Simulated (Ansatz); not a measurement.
```yaml
crystal:
  periodic: [false, false, false]
  atoms:
    - {symbol: O, position_ang: [0.128118, 1.222967, 0.197158]}
    - {symbol: C, position_ang: [-0.229844, 0.328556, 0.019837]}
    - {symbol: Si, position_ang: [-0.111671, -0.338715, 0.958281]}
    - {symbol: Si, position_ang: [0.256402, -0.246962, -0.897435]}
    - {symbol: H, position_ang: [0.095939, 1.371475, -0.306831]}
    - {symbol: H, position_ang: [-0.882028, 0.392773, -0.075820]}
    - {symbol: H, position_ang: [0.899447, -0.533348, 1.127669]}
    - {symbol: H, position_ang: [-0.559709, -1.132982, 0.819878]}
    - {symbol: H, position_ang: [-0.483717, 0.069865, 1.654731]}
    - {symbol: H, position_ang: [0.237776, 0.450663, -1.823911]}
    - {symbol: H, position_ang: [-0.296460, -0.929161, -1.136213]}
    - {symbol: H, position_ang: [1.244226, -0.522208, -0.749337]}
basis:
  gaussian: {orbitals: def2-mTZVP}
total_charge: 1
magnetization: {spin_polarized: true, initial_magnetization: 1}
hamiltonian: {xc: {name: B2GP-PLYP}}
```

```sh
$ ansatz run in.yaml --threads 4 --pin off --events-out ev --progress --plain --max-ram 10444MiB
```

It prints (some lines left out):

```
Functional definition: B2GP-PLYP
1041 factors; integrals over basis functions are off by at most 4.4e-4 eV
mean field evaluation 1: about -18804.2308 eV, gradient 9.2e1 eV
mean field evaluation 2: about -18804.2498 eV, gradient 9.2e1 eV
mean field evaluation 4: about -18833.3533 eV, gradient 7.1e0 eV
mean field evaluation 8: about -18834.0300 eV, gradient 4.5e-1 eV
mean field evaluation 16: about -18834.0387 eV, gradient 1.2e-2 eV
mean field -18834.03870872 eV, -692.1381563756 hartree, gradient 2.9e-6 eV, S^2 0.755928; 2 other end points of the search recorded, 0 dependent functions left out
12 core orbitals not correlated: weight in the atoms' cores, before any rotation towards them, 0.998 or more for the frozen orbitals, at most 0.001 for the correlated occupied ones
reference -18834.03881341 eV, -692.1381602229 hartree; 13, 12 occupied and 86, 87 virtual orbitals, 1041 factors
second order -15.16954558 eV of doubles, -0.00000000 eV of singles
Total energy: -18839.49984982 eV, -692.3388496093 hartree
```

What is wrong with this run?

The geometry is squeezed to about two thirds of its size. The calculation finished and met its thresholds. The result belongs to that input, not to the molecule as meant.
